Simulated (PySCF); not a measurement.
A structure optimised at PBE0-D3(BJ)/def2-TZVP, used in a PySCF frequency run:

```xyz
5

Se     0.4011     0.0398     0.0000
F     -0.8268     1.3290     0.0000
N     -0.5779    -1.4288     0.0000
H     -1.0762    -1.6567     0.8465
H     -1.0762    -1.6567    -0.8465
```

Task: Write its SMILES, formula and point group.

Result: N[Se]F, FH₂NSe, Cs

Task: What are its rotational constants (standard atomic weights)?

Result: 15.201, 7.2560, 5.0534 GHz
